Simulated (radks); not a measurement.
Values are calculated unless marked as measured or tabulated.
Charge is removed step by step from the 2p3/2 level of the ruthenium ion Ru2+, starting from [He] 2s2 2p(1/2: 2, 3/2: 4) 3s2 3p6 3d10 4s2 4p6 4d6. Level of theory: Dirac Kohn-Sham, LDA (Slater exchange, Perdew-Wang correlation), spin-unpolarised, spherical densities, finite nucleus; open shells fill j = l - 1/2 first; Fermi nuclear charge, rms radius 4.4809 fm (a radial shooting solver on a logarithmic mesh with Libxc functionals).

| removed (e) | E - E(0) (eV) | eigenvalue (eV) | E minus straight line (eV) |
|---|---|---|---|
| 0 | 0.000 | -2800.7 | 0.000 |
| 0.125 | 351.00 | -2815.3 | -6.450 |
| 0.25 | 703.82 | -2829.9 | -11.073 |
| 0.375 | 1058.5 | -2844.6 | -13.862 |
| 0.5 | 1415.0 | -2859.4 | -14.807 |
| 0.625 | 1773.3 | -2874.2 | -13.902 |
| 0.75 | 2133.5 | -2889.1 | -11.138 |
| 0.875 | 2495.6 | -2904.1 | -6.506 |
| 1 | 2859.6 | -2919.1 | 0.000 |

Removing the whole electron costs 2859.6 eV by Delta-SCF, against 2800.7 eV from minus the eigenvalue at the starting occupation. Slater's transition state (half an electron removed) gives 2859.4 eV. Integrating minus the eigenvalue over the occupation (Janak's theorem) gives 2859.6 eV. The mean slope of the eigenvalue, de/dn, is 118 eV per electron.
